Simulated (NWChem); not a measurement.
# WH2O4, triplet; SMILES of the neutral closed-shell parent [O]=[W](=[O])([OH])[OH]

```xyz
7

W      0.0000     0.0000     0.0079
O      0.8427    -0.9067     1.3219
O     -0.8427     0.9067     1.3219
O     -0.4378    -1.4000    -1.2082
H     -1.1835    -2.0260    -1.2020
O      0.4378     1.4000    -1.2082
H      1.1835     2.0260    -1.2020
```
Atoms are numbered in this order, from 1.

Program: NWChem. Spin-unrestricted. Medium grid unless said otherwise, to which SCAN and Minnesota functionals are sensitive. In the optimisation the excess spin sits in a and b (C2, its own frame). Structure relaxed at the PBE-D3(BJ)/def2-SVP, spin-unrestricted level. Not confirmed as a minimum by frequencies. This spin state was assumed; another may lie lower. No stability test was run on the SCF state. def2 effective core potentials on W; no spin-orbit coupling. Total energies of different functionals are on different scales.

```
level                                                               energy (Ha)  highest occupied level (eV)  lowest empty minus highest occupied level, either spin (eV)  dipole (D)  <S²>
------------------------------------------------------------------  -----------  ---------------------------  -----------------------------------------------------------  ----------  ----
LC-wPBE (HJS exchange hole, range parameter 0.4 per bohr)/def2-SVP    -368.8095                        -8.89                                                         6.13        2.36  2.06
M06-2X/def2-SVP                                                       -368.7508                        -7.53                                                         3.49        2.29  2.07
M06/def2-SVP                                                          -368.8505                            ?                                                            ?        2.36  2.04
PW6B95/def2-SVP                                                       -369.3376                        -6.16                                                         1.17        2.40  2.04
```

Question: Fill in the missing entries.

Answer: 
- M06/def2-SVP, highest occupied level (eV): -6.04
- M06/def2-SVP, lowest empty minus highest occupied level, either spin (eV): 0.84
